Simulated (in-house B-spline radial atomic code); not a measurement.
**RPA and G0W0 on B3LYP (VWN-RPA): the silver ion Ag⁶⁺**

Configuration [Kr] 4d5, highest spin, mean-field start B3LYP (VWN-RPA). Computed with a B-spline radial code for spherical atoms: all electrons, scalar-relativistic (spin-free one-electron X2C), finite nucleus, each spin shell either full or empty, empty states to l = 9 with an (l + 1/2)⁻⁴ tail; G0W0 by contour deformation at full frequency.

Command:
```bash
python run_gw.py task.json out
```
Settings (radii: box in bohr, nucleus in fm):
```
Z                        47
electrons                41
configuration            [Kr] 4d5
hamiltonian              x2c
method                   b3lyp
lmax                     9
rms_radius               4.5454
spin_polarised           True
box_radius               9.29
intervals                67
```

Run time, properties included: 7.1 s on 1 thread of Arm Neoverse N1, with other jobs on the host.

Energies (hartree):

```
                                     term        value
                         mean-field total  -5305.75314
Hartree-Fock functional on these orbitals  -5303.50147
                      direct second order      -3.4701
                    second-order exchange      0.99892
                         SOSEX correction      0.94195
```

**Question.** What is the RPA correlation energy, and what remains with SOSEX?

**Answer.** RPA gives -3.1221 hartree (-2.07 eV per electron); RPA + SOSEX gives -2.1801, and the second-order doubles -2.4711 hartree (no singles). SOSEX takes back 30 % of the RPA value.

Quasi-particle levels (eV):

| level | occupied | mean field | Σx - vxc | Σc | QP weight | G0W0 |
| --- | --- | --- | --- | --- | --- | --- |
| 4d up | yes | -99.64 | -7.80 | ? | ? | ? |
| 4p down | yes | -151.23 | -7.88 | -0.33 | 0.955 | -159.45 |
| 4d down | no | -90.57 | 10.28 | -3.82 | 0.966 | -84.12 |

G0W0 = mean field + (Σx - vxc) + Σc, with Σc (partial-wave tail included) taken at the quasi-particle energy. Only the outer levels were computed. Levels of low weight are left out.

**Question.** Where does G0W0 put 4d up?

**Answer.** At -107.58 eV, with Σc = -0.14 eV and a quasi-particle weight of 0.965. The tabulated removal energy is 106 ± 2 eV (NIST, tabulated theory); the calculation leaves out spin-orbit coupling, Breit and QED terms, and what these don't explain is the method's own error.
